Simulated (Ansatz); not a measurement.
Cost and result up the ladder for cis-NiBr2(PH3)2 (NiP₂H₆Br₂) (11 atoms). The state is a singlet with charge 0. Geometry: r2SCAN-D4/def2-SVP.

```xyz
11

Br    2.386   -0.003    1.899
Br    1.231    2.782    0.210
Ni    0.691    0.531    0.404
P    -0.838    1.065   -0.969
P     0.231   -1.530    0.616
H    -1.769    0.081   -1.437
H    -0.440    1.590   -2.223
H    -1.764    2.061   -0.572
H    -0.088   -2.002    1.913
H     1.230   -2.469    0.255
H    -0.870   -2.106   -0.097
```

Ansatz on 4 threads of Arm Neoverse N1 on a shared host. Times are rough, and most runs start from the orbitals of an earlier one. No level here is sound enough to serve as a yardstick. Binding counts from free atoms at the same level (Br doublet, Ni triplet, P quartet, H doublet; other spins of the atoms weren't run), without zero-point energy or a counterpoise term.

HSE06 is defined as in plane-wave codes, on full-range PBE exchange. No other spin state of charge 0 was run. Another isomer (singlet) lies 0.30 eV lower at PBE0-D4/def2-TZVP; other spin states weren't run for this one.

Run but left out: MP2/def2-TZVP (restricted singlet, unstable towards broken spin symmetry).

| level | functions | wall time | binding energy per atom (eV) | remarks |
| --- | --- | --- | --- | --- |
| PBE-D4/def2-SVP | 161 | 4.7 s | 2.78 | restricted SCF unstable in HF |
| PBE0-D4/def2-SVP | 161 | 7.5 s | 2.63 | restricted SCF unstable in HF |
| PBE-D4/def2-TZVP (with forces) | 251 | 9.5 s | 2.76 | – |
| r2SCAN-D4/def2-TZVP | 251 | 18 s | 2.74 | restricted SCF unstable in HF |
| HSE06-D4/def2-TZVP | 251 | 19 s | 2.63 | restricted SCF unstable in HF |
| PBE0-D4/def2-TZVP | 251 | 20 s | 2.63 | restricted SCF unstable in HF |
| CAM-B3LYP-D4/def2-TZVP | 251 | 21 s | 2.65 | restricted SCF unstable in HF |
| r2SCANh-D4/def2-TZVP | 251 | 26 s | 2.69 | restricted SCF unstable in HF |
